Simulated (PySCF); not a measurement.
AlH₃, SMILES [AlH3]. Geometry optimised at ωB97X-D3(BJ)/def2-TZVPD. The isomer is the one that the SMILES or the coordinates give; other isomers of the formula were not compared.

TDA-ωB97X/def2-TZVPD run with PySCF 2.14.0 puts the lowest singlet excitations at 5.52, 5.52, 8.34, 8.53, 8.53, 8.90 eV.

Task: What are the lowest excitation roots from ADC(3)/aug-cc-pVDZ run with PySCF 2.14.0? (An estimate is asked for; the answer gives what the named calculation found.)

Result: 5.38, 5.38, 8.31, 8.31, 8.62, 8.62 eV. S1 differs by -0.14 eV (second minus first; roots are paired by order, and the bases may differ).
